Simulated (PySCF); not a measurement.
A calculated (r2SCAN, PySCF 2.14, aug-cc-pwCVQZ, the non-relativistic Hamiltonian (point nucleus)) atom or ion has these occupied shells.

```tsv
shell	electrons	orbital energy (eV)	rms radius, mean of both spins (bohr)
1s α	1	-2783.5	0.106
1s β	1	-2782.6	0.106
2s α	1	-283.90	0.484
2s β	1	-283.45	0.484
2p α	3	-222.67	0.453
2p β	3	-221.72	0.453
3s α	1	-47.603	1.56
3s β	1	-42.150	1.56
3p α	3	-33.774	1.71
```

Question: Name the element and its charge.

Answer: Cl²⁺ (chlorine, charge +2), in [Ne] 3s2 3p3, high-spin 4S determinant.
